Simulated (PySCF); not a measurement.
`C#CB1CCC[C@H]1OC` in a uniform electric field

Compound: C7H11BO.
Geometry (PBE0-D3(BJ)/def2-SVP, Å), atoms numbered from 1 in this order:
```xyz
20
C7H11BO angstrom
C      3.0584    2.0712    0.2990
C      2.2182    1.1953    0.1840
B      1.1813    0.0992    0.0322
C      1.4033   -1.4472    0.1829
C      0.0811   -2.0754   -0.2814
C     -0.9943   -1.0409    0.0515
C     -0.3461    0.3061   -0.3169
O     -0.9443    1.4610    0.1819
C     -2.1985    1.7483   -0.3544
H      3.7985    2.8446    0.4022
H      2.3188   -1.8753   -0.2524
H      1.5109   -1.5731    1.2822
H     -0.1242   -3.0585    0.1701
H      0.1118   -2.2344   -1.3737
H     -1.2042   -1.0377    1.1360
H     -1.9471   -1.2363   -0.4655
H     -0.3027    0.3427   -1.4403
H     -2.5313    2.7085    0.0649
H     -2.1619    1.8431   -1.4586
H     -2.9563    0.9810   -0.1049
```

Level: CAM-B3LYP/def2-SVPD (PySCF); nuclei fixed, core orbitals frozen in the response. Permanent dipole (-0.309, -0.713, -0.716) D (1 au = 2.5417 D). Static polarisability (au):

```
x   111.09  11.26   4.70
y    11.26 108.66   1.47
z     4.70   1.47  76.53
```

Only the terms in μ and α are kept: μ(F) = μ + αF and ΔE = −μ·F − ½ F·αF.

Apply 0.002 au along ±x, ±y and ±z in turn. Tabulate induced and total dipoles and both energy terms.

```tsv
field along	induced x (D)	induced y (D)	induced z (D)	total size (D)	−μ·F (kJ/mol)	−½F·αF (kJ/mol)
+x	0.565	0.057	0.024	0.987	+0.638	-0.583
−x	-0.565	-0.057	-0.024	1.380	-0.638	-0.583
+y	0.057	0.552	0.007	0.769	+1.473	-0.571
−y	-0.057	-0.552	-0.007	1.503	-1.473	-0.571
+z	0.024	0.007	0.389	0.828	+1.479	-0.402
−z	-0.024	-0.007	-0.389	1.361	-1.479	-0.402
```

For the field (0.0004, -0.0010, -0.0014) au, what is the induced dipole, and what angle does it make with the field?

αF = (0.068, -0.270, -0.271) D, at 9.6° to the field. The polarisability along this direction, F·αF/F², is 85.35 au, against a mean of 98.76 au.

Which field along μ doubles the dipole in that direction (linear response)?

The polarisability along the dipole is 101.77 au, so F = 0.4157 au / 101.77 au = 0.0041 au = 0.21 V/Å; higher-order terms are ignored.

What field makes μF equal to kT at 400 K?

kT = 1.2667 × 10⁻³ Eh, so F = 0.00305 au = 15.7 MV/cm.

Induction energy −ᾱe²/2R⁴ of a unit charge at 11 Å, the molecule taken as a point?

R = 20.79 bohr, so the energy is −98.8/(2 × 20.79⁴) Eh = -0.694 kJ/mol. The charge–dipole term at its most favourable orientation, −μe/R², is -2.53 kJ/mol.

The structure is a single PBE0-D3(BJ)/def2-SVP conformer in the gas phase; no vibrational or solvent corrections.
